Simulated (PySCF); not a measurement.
## Re: ionisation energy

Re [Xe] 4f14 5d5 6s2 (6S) → Re⁺ [Xe] 4f14 5d5 6s1 (7S), as a difference of total energies. Computed with PySCF 2.14 in x2c-TZVPPall (11s7p7d3f1g, 97 functions), with scalar relativity by spin-free X2C-1e. The calculations carry no spin-orbit coupling.

Q: Order these methods by the ionisation energy they give, lowest first.
A. wB97X
B. BLYP
C. wB97X-V
D. UHF

A: D (5.962 eV), C (7.817 eV), B (8.112 eV), A (8.490 eV).

For comparison: 7.834 eV (measured; NIST Atomic Spectra Database, ionization energies).
